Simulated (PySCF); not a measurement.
[NiI4]2- holds Ni(II), d8, at total charge -2. The structure is a model geometry with rigid ligands and bond lengths from ionic radii, not a minimum; coordination tetrahedral, point group Td, metal–donor distances 2.63 Å.

Method (PySCF 2.14, density fitting): CASSCF(8,5) with orbitals averaged over all microstates of the shell, strongly contracted NEVPT2 on the averaged canonical orbitals; basis x2c-TZVPall on the metal, x2c-SVPall elsewhere; spin-free X2C; IEF-PCM water; spin-orbit coupling by state interaction with the mean-field operator over all roots.

CASSCF energies above the lowest CASSCF root:

```
state  CASSCF / cm⁻¹
  3T1              0
  3T2           1260
  3A2           2784
  1T2          16020
   1E          16603
  3T1          19715
  1T2          24659
  1T1          25532
   1E          25632
  1A1          25844
  1A1          60947
```

Task: How does dynamic correlation (SC-NEVPT2) move these states?

Result: 
| state | NEVPT2 / cm⁻¹ | shift / cm⁻¹ |
| --- | --- | --- |
| 3T1 | 0 | 0 |
| 3T2 | 2393 | +1133 |
| 3A2 | 5253 | +2469 |
| 1T2 | 14226 | -1794 |
| 1E | 15116 | -1487 |
| 3T1 | 17512 | -2203 |
| 1T2 | 22769 | -1890 |
| 1T1 | 24294 | -1238 |
| 1E | 24767 | -865 |
| 1A1 | 24711 | -1134 |
| 1A1 | 52419 | -8528 |

The ground state is orbitally degenerate in this regular structure, which would distort (Jahn–Teller). NEVPT2 lifts 3A2 from 2784 to 5253 cm⁻¹; on the d shell alone such lifts tend to overshoot.
